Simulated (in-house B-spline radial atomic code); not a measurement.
Values are calculated unless marked as measured or tabulated.
Making a Troullier-Martins s channel for P, r_c = 1.18 bohr

P, [Ne] 3s2 3p3, non-relativistic LDA (VWN5), spherical and spin-unpolarised, from an all-electron radial atomic-structure program (B-spline basis) (atomic units). The all-electron 3s level is ε = -0.512363 hartree, its outermost node lies just inside 0.67 bohr and its outer maximum at 1.57 bohr.

Inside r_c the pseudo-orbital is u(r) = r^1 exp(p(r)), with p = c0 + c2 r² + c4 r⁴ + … + c12 r¹². The seven coefficients follow from p and its first four derivatives at r_c, from zero curvature of the screened potential at the origin, c4 = −c2²/(2l + 5), and from the norm inside r_c. At r_c the all-electron orbital has P = 0.6739238, P' = 0.6728526, the screened potential V = -2.20486, V' = 3.578536, V'' = -8.543383, and the norm inside is Q = 0.1393839.

(1) What are p, p' and p'' at r_c?

For a trial c2 the five matching conditions are linear in c0, c6, c8, c10 and c12, and c2 is varied until the norm inside r_c equals Q. The root nearest zero gives:

| n | c_n |
| --- | --- |
| 0 | -0.4682926 |
| 2 | -1.303602 |
| 4 | -0.3398757 |
| 6 | 5.403427 |
| 8 | -6.421801 |
| 10 | 2.978311 |
| 12 | -0.501396 |

(2) Check c4 and p(r_c), and find the screened pseudopotential at the origin.

Orbitals and screened potentials:

| r (bohr) | P | u | V all-electron | V pseudo |
| --- | --- | --- | --- | --- |
| 0.118 | 0.06883 | 0.07254 | -92.24 | -4.401 |
| 0.295 | -0.3554 | 0.165 | -25.33 | -3.728 |
| 0.472 | -0.2982 | 0.2274 | -11.71 | -1.362 |
| 0.649 | -0.01713 | 0.2804 | -6.728 | 1.674 |
| 0.826 | 0.2812 | 0.3706 | -4.338 | 2.589 |
| 1.003 | 0.5171 | 0.5232 | -3.006 | -0.5465 |
| 1.18 | 0.6739 | 0.6739 | -2.205 | -2.205 |

Logarithmic derivatives P'/P at R = 1.48 bohr, for energies E around ε:

```
E − ε (hartree)  all-electron     pseudo
           -0.5      0.598996   0.592391
          -0.25      0.383788   0.381832
           -0.1       0.24502   0.244671
              0       0.14795    0.14795
            0.1       0.04688  0.0464725
           0.25     -0.112983  -0.115865
            0.5     -0.404887  -0.419304
```

(3) With P(R) = 0.7857322 and a norm of 0.3056502 inside R, what slope in energy does norm conservation fix?

## Answers

(1) p = ln(P/r_c^1) = ln(0.6739238/1.18) = -0.56015. p' = P'/P − 1/r_c = 0.99841 − 0.84746 = 0.15095. The radial equation gives p'' = 2(V − ε) − 2(1) p'/r_c − p'² = -3.38499 − (0.25585) − 0.02279 = -3.66363. Differentiating, p''' = 2V' + 2(1)p'/r_c² − 2(1)p''/r_c − 2p'p'' = 14.69, and p'''' = 2V'' − 4(1)p'/r_c³ + 4(1)p''/r_c² − 2(1)p'''/r_c − 2p''² − 2p'p''' = -84.156.

(2) −c2²/5 = -0.339876, as listed. The terms c_n r_c^n are -0.46829, -1.81514, -0.65894, 14.58684, -24.13865, 15.58799, -3.65397, which sum to -0.56015. Inverting the radial equation, V_l(r) = ε + 1 p'/r + (p'' + p'²)/2, so V_l(0) = ε + (2l + 3) c2 = -0.512363 + 3 × (-1.3036) = -4.4232 hartree, finite where the all-electron potential diverges.

(3) d(P'/P)/dE = −2 × (norm inside R)/P(R)² = -0.9902 per hartree·bohr at E = ε, for both atoms, since orbital and norm agree at R. Differences over ±0.1 hartree give -0.9907 (all-electron) and -0.9910 (pseudo), which also hold third-order terms. Half a hartree below ε the two curves differ by -0.0066.
